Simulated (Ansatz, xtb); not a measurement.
Relaxing a trial structure of BGeH5S

The starting geometry of this gas-phase singlet was built from a drawn formula by distance geometry; its bonds are those of `[SH2+][BH-]=[GeH2]`.

```yaml
atoms:
  - { symbol: B, position_ang: [-0.9277, -0.9824, 1.0973] }
  - { symbol: Ge, position_ang: [-0.2205, 0.6296, 1.8261] }
  - { symbol: S, position_ang: [-2.0663, -1.0308, -0.4384] }
  - { symbol: H, position_ang: [-1.8551, -2.2850, -1.0253] }
  - { symbol: H, position_ang: [-3.3021, -0.9456, -0.1155] }
  - { symbol: H, position_ang: [-0.0399, -1.7440, 0.9833] }
  - { symbol: H, position_ang: [0.5179, -0.0691, 3.1126] }
  - { symbol: H, position_ang: [1.1792, 1.1443, 1.1891] }
```

Task: Predict what it relaxes into with r2SCAN-D4/def2-SVP.

Result: It keeps its bonds, and is `[SH2+][BH-]=[GeH2]`.

The energy falls by 2.86 eV over 12 steps:

```tsv
step	E − E(last) (eV)
1	2.861
2	1.860
3	1.346
5	0.679
6	0.375
7	0.148
8	0.051
10	0.001
11	0.000
12	0.000
```

Final geometry (Å):

```yaml
atoms:
  - { symbol: B, position_ang: [-0.8488, -1.2595, 1.1784] }
  - { symbol: Ge, position_ang: [0.2213, 0.1951, 1.7490] }
  - { symbol: S, position_ang: [-1.7619, -0.7513, -0.3668] }
  - { symbol: H, position_ang: [-1.6203, -1.7546, -1.2977] }
  - { symbol: H, position_ang: [-3.0833, -1.1036, -0.2176] }
  - { symbol: H, position_ang: [-1.0225, -2.3662, 1.6142] }
  - { symbol: H, position_ang: [1.1390, 0.2251, 2.9746] }
  - { symbol: H, position_ang: [0.2622, 1.5320, 0.9951] }
```

From the same start GFN2-xTB ends elsewhere, differing in B1–H8 (1.19 against 3.01 Å here), Ge2–H8 (2.82 against 1.54 Å here).

The end wasn't checked by frequencies. Run with Ansatz 0.2.0, 17 s on 2 threads of Intel(R) Xeon(R) 6975P-C (Granite Rapids) (shared host).
